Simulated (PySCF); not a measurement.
# Reading the logs of faulty runs: AlBCH5O cation

These are calculations, not measurements. They come from PySCF 2.14.0, an open-source quantum chemistry program, on an isolated molecule that a program drew, which may never have been made. The molecule is AlBCH5O cation (charge +1, singlet), drawn as the SMILES string `[BH+]O[CH2][AlH2]`.

Each row is a Hartree-Fock (HF) and frozen-core CCSD(T) single point in the cc-pV(D+d)Z basis, meant for a local HF minimum. Run 1 is clean. Each other run has one planted mistake out of seven kinds, and not every kind appears here: one electron removed, one electron added, multiplicity raised by two, geometry at a saddle point, minimal basis STO-3G, one bond length entered in bohr, all coordinates scaled. The reference is restricted for singlets and unrestricted otherwise, and also for a bond in bohr. Adding or removing an electron swaps singlet and doublet. Electrons count all cores. HOMO and LUMO are orbital energies over both spins, the gradient is its largest component, and the lowest frequency (negative if imaginary) is given only where the gradient is small. Bond lengths are over the 8 bonds as drawn. T1 is the CCSD diagnostic: over 0.02 (restricted) or 0.045 (unrestricted) a single reference is doubtful.

Geometry of the clean run:
```xyz
9
AlBCH5O cation, angstrom
B     2.2007   -1.2846   -1.1167
O     1.7349   -1.0891   -0.0264
C     1.0644   -0.8416    1.3453
Al   -0.9621   -0.8550    1.1423
H     2.6559   -1.4747   -2.1764
H     1.4950   -1.6372    1.9492
H     1.5139    0.1026    1.6444
H    -1.7392   -0.6171    2.4725
H    -1.4303   -1.1043   -0.3300
```

| run | electrons | basis functions | <S^2> | HOMO (eV) | LUMO (eV) | gradient (hartree/bohr) | lowest frequency (cm^-1) | mean bond (Å) | longest bond (Å) | T1 | HF (hartree) | CCSD(T) (hartree) | mistake |
|---|---|---|---|---|---|---|---|---|---|---|---|---|---|
| 1 | 36 | 90 | 0.000 | -16.09 | -2.85 | 1.7e-05 | 100 | 1.4066 | 2.037 | 0.0166 | -381.99557 | -382.49687 | no fault |
| 2 | 36 | 29 | 0.000 | -14.40 | 1.69 | 4.0e-02 | - | 1.4066 | 2.037 | 0.0198 | -377.39785 | -377.62942 | minimal basis STO-3G |
| 3 | 36 | 90 | 2.006 | -10.06 | -7.33 | 7.4e-02 | - | 1.4066 | 2.037 | 0.0709 | -381.79074 | -382.29127 | multiplicity raised by two |
| 4 | 36 | 90 | 0.000 | -15.66 | -2.92 | 1.0e-01 | - | 1.5192 | 2.200 | 0.0204 | -381.95286 | -382.46799 | all coordinates scaled |
| 5 | 37 | 90 | 0.767 | -3.71 | 1.52 | 1.9e-02 | - | 1.4066 | 2.037 | 0.0202 | -382.11529 | -382.63686 | one electron added |
| 6 | 36 | 90 | 0.699 | -16.07 | -4.95 | 2.7e-02 | - | 1.5366 | 2.209 | 0.0669 | -381.85976 | -382.36256 | ? |

**Which mistake was planted in run 6, and what did it cost?**

The mean bond changes by a factor of 1.092 and the longest by 1.084, so the molecule wasn't scaled as a whole. A length L in bohr read as angstrom grows by (1/0.5292 - 1) L = 0.890 L. The 8 bonds together grew by 8 x 0.1300 = 1.040 Å, which gives L = 1.169 Å. That is bond B1-H5, 1.169 Å in the clean geometry. So the mistake is: one bond length entered in bohr. Subtracting run 1 and multiplying by 627.51 kcal/mol a hartree, the energy moved by 85.2 kcal/mol in HF and 84.3 kcal/mol in CCSD(T).

Cautions from the logs. Run 3: T1 is over the limit, so its CCSD(T) energy is less reliable; run 4: T1 is over the limit, so its CCSD(T) energy is less reliable; run 6: T1 is over the limit, so its CCSD(T) energy is less reliable.
